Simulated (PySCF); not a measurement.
Compound: allyl methyl sulfone, C4H8O2S.
Z-matrix (Å and degrees, PBE0-D3(BJ)/def2-SVP geometry), rows numbered from 1:
```
C 
C   1  1.3343
C   2  1.4868  1  124.15
S   3  1.8087  2  112.42  1  -118.45
C   4  1.7832  3  104.55  2    66.01
O   4  1.4593  3  107.23  2  -179.71
O   4  1.4619  3  107.31  2   -48.46
H   1  1.0950  2  121.60  3    -1.25
H   1  1.0928  2  121.26  3   179.60
H   2  1.0953  1  120.38  3  -178.51
H   3  1.1029  2  112.73  1   128.07
H   3  1.0998  2  113.99  1     3.73
H   5  1.0968  4  109.68  3   -58.69
H   5  1.0972  4  109.22  3    64.37
H   5  1.0983  4  104.72  3  -177.51
```

Linear response at PBE0/def2-SVPD (PySCF, frozen core in the response, non-relativistic).

Static isotropic polarisability: 77.23 au (11.44 Å³), principal values 67.6, 70.8, 93.2 au.

Task: What is the polarisability at 1064 nm and at the sodium D line?

Result: 77.90 au at 1064 nm (+0.9 %), 79.49 au at 589.3 nm (+2.9 %). The rise at 589.3 nm is 3.39 times that at 1064 nm; a pure ω² law gives 3.26. The lowest singlet lies at 193 nm, shorter than both wavelengths.

Task: What is the isotropic C6 coefficient between two such molecules, C6 = (3/π)∫α(iω)² dω?

Result: 2509 au (Eh·bohr⁶) by a ten-point quadrature over imaginary frequencies, which is 1500 eV·Å⁶ or 145 J·nm⁶/mol.

Task: Which effective excitation energy ω̄ makes London's formula C6 = (3/4)α²ω̄ exact here?

Result: ω̄ = 4·C6/(3α²) = 0.561 Eh = 15.3 eV. A one-pole form α(ω) = α/(1 − ω²/ω̄²) fitted to the 1064 nm value gives 12.6 eV.

Task: What molar refraction at the D line follows from R = (4π/3)·N_A·α′, with α′ the polarisability volume?

Result: α′ = 11.78 Å³ gives R = 29.71 cm³/mol, for isolated, non-vibrating species.

Task: What does −C6/R⁶ come to at R = 12 Å between centres?

Result: -48 J/mol. This is the leading, orientation-averaged term; C8 and higher terms are left out.

Task: What three-body coefficient follows from the one-pole estimate C9 = (3/4)·α·C6?

Result: 145000 au. This is an estimate from the two numbers above, not a computed integral.

Task: What n − 1 at the D line would an ideal gas of it have at 273.15 K and 1 atm (2.6868 × 10¹⁹ cm⁻³), by n − 1 = 2π·N·α′?

Result: 19.89 × 10⁻⁴, a formal value whether or not that pressure can be reached.

One conformer stands for the species.
